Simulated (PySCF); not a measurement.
Al(Me)2(NH2) (C₂H₈AlN), SMILES [CH3][Al]([CH3])[NH2]. Atoms are numbered in the order given.

```xyz
12

Al     0.0000     0.0000     0.0250
C      1.7218     0.0000    -0.9163
H      2.5887     0.0000    -0.2350
H      1.8159     0.8834    -1.5726
H      1.8159    -0.8834    -1.5726
C     -1.7218     0.0000    -0.9163
H     -1.8159     0.8834    -1.5726
H     -2.5887     0.0000    -0.2350
H     -1.8159    -0.8834    -1.5726
N      0.0000     0.0000     1.8063
H     -0.8295     0.0000     2.3930
H      0.8295     0.0000     2.3930
```

Coordinates come from a B3LYP-D3(BJ)/def2-SVP optimisation. The structure was generated by enumeration; whether it is a known compound was not checked. The values are those of a single conformer.

Level of theory: PySCF with KT2/pcSseg-1.

GIAO shieldings, no solvent; atoms alike by connectivity are averaged. δ = σ(ref) − σ: ¹³C against TMS (σ = 185.1 ppm); ¹H against TMS (σ = 31.47 ppm); ¹⁵N against NH3 (σ = 266.2 ppm), references at their B3LYP-D3(BJ)/def2-TZVP geometries, non-relativistic.

Q: Estimate the chemical shifts. (The exact figures need the calculation; the answer reports its results.)

A: 
```csv
nucleus,atoms,count,δ (ppm)
¹³C,"C2, C6",2,-10.7
¹H,"H11, H12",2,1.83
¹H,"H3, H4, H5, H7, H8, H9",6,-0.19
¹⁵N,N10,1,56.1
```
